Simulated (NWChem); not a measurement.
System: VNHF3; SMILES [V](=[NH])([F])([F])[F]

Question: Give the equilibrium geometry at PBE0/def2-SVP (NWChem) as an XYZ file, with the point group.

Answer: point group C3v; any orientation.
```
6

V      0.0000     0.0001     0.0173
N      0.0009     0.0033     1.6004
H      0.0015     0.0056     2.6207
F      1.2979     0.9781    -0.5171
F     -1.4973     0.6337    -0.5148
F      0.1985    -1.6147    -0.5113
```
